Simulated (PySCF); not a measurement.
## Partial charges of `C[SiH2]/C=C(\[SiH3])C(F)(F)F`

C4H9F3Si2.
SMILES with atom numbers: `[CH3:1][SiH2:2]/[CH:3]=[C:4](\[SiH3:5])[C:6]([F:7])([F:8])[F:9]` (hydrogens: H10, H11, H12 on C1; H13, H14 on Si2; H15 on C3; H16, H17, H18 on Si5)

Structure used (GFN2-xTB), in Å, numbered top down from 1:
```xyz
18
C4H9F3Si2 angstrom
C     -2.660   -0.203   -0.794
Si    -1.722    0.618    0.639
C     -0.149   -0.380    0.945
C      1.023   -0.212    0.340
Si     1.487    1.080   -0.967
C      2.170   -1.104    0.685
F      1.940   -1.972    1.684
F      3.262   -0.401    1.053
F      2.559   -1.853   -0.370
H     -3.596    0.311   -0.992
H     -2.074   -0.186   -1.709
H     -2.894   -1.241   -0.573
H     -2.514    0.557    1.874
H     -1.383    2.009    0.319
H     -0.231   -1.174    1.682
H      0.430    1.072   -1.979
H      1.574    2.372   -0.285
H      2.769    0.713   -1.563
```

Density: PBE0/pcSseg-1 (PySCF); schemes: Mulliken, IAO, Hirshfeld and ESP-fitted. Geometry: GFN2-xTB, one conformer, isolated molecule.

Q: Tabulate the Mulliken, IAO, Hirshfeld and ESP-fitted charges.

A: In e; atoms taken as equivalent share a row and are averaged (×n: the atom named and its like, n in all):

| atom | environment | Mulliken | IAO | Hirshfeld | ESP-fitted |
| --- | --- | --- | --- | --- | --- |
| C1 | Si-methyl carbon | -0.617 | -0.712 | -0.208 | -0.592 |
| Si2 | SiH2 silicon | +0.654 | +0.762 | +0.354 | +0.638 |
| C3 | alkene CH carbon | -0.312 | -0.377 | -0.118 | -0.345 |
| C4 | fully substituted alkene carbon | -0.568 | -0.303 | -0.118 | -0.188 |
| Si5 | SiH3 silicon | +0.560 | +0.592 | +0.302 | +0.337 |
| C6 | CF3 carbon | +0.868 | +0.796 | +0.250 | +0.620 |
| F7/F8/F9 | fluorine of a CF3 group | -0.272 | -0.284 | -0.094 | -0.208 |
| H10/H11/H12 | methyl hydrogen | +0.146 | +0.160 | +0.045 | +0.150 |
| H13/H14 | Si–H hydrogen | -0.072 | -0.119 | -0.075 | -0.140 |
| H15 | vinylic hydrogen | +0.136 | +0.166 | +0.041 | +0.181 |
| H16/H17/H18 | Si–H hydrogen | -0.066 | -0.104 | -0.069 | -0.065 |

Mean size of the charges over all atoms: IAO 0.311 e, Mulliken 0.295 e, ESP-fitted 0.247 e, Hirshfeld 0.120 e. Each set sums to the total charge, 0, to within 0.001 e. The ESP scheme fits charges at the nuclei, held to the total charge, to the electrostatic potential on points at 1.4 to 2.0 times the van der Waals radii.

Some averages cover members that differ in this geometry: H16/H17/H18, Mulliken -0.085 to -0.051 e.

Lowest charge. All schemes agree: Mulliken C1 (-0.617); IAO C1 (-0.712); Hirshfeld C1 (-0.208); ESP-fitted C1 (-0.592).

Highest charge. The schemes don't all agree: Mulliken C6 (+0.868); IAO C6 (+0.796); Hirshfeld Si2 (+0.354); ESP-fitted Si2 (+0.638).

Q: How closely do the schemes follow one another over all atoms?

A: Correlation coefficient and root-mean-square difference: IAO with ESP-fitted 0.99, 0.096 e; Mulliken with IAO 0.98, 0.079 e; IAO with Hirshfeld 0.97, 0.245 e; Mulliken with ESP-fitted 0.96, 0.125 e; Hirshfeld with ESP-fitted 0.95, 0.170 e; Mulliken with Hirshfeld 0.94, 0.245 e.

Q: How many electrons does the Hirshfeld scheme count on Si5?

A: Z − q = 14 − (+0.302) = 13.698.

Q: Sum the charges by element.

A: 
```csv
element,atoms,Mulliken,IAO,Hirshfeld,ESP-fitted
C,4,-0.630,-0.596,-0.195,-0.505
Si,2,+1.214,+1.354,+0.656,+0.975
F,3,-0.817,-0.853,-0.281,-0.625
H,9,+0.234,+0.094,-0.179,+0.155
```
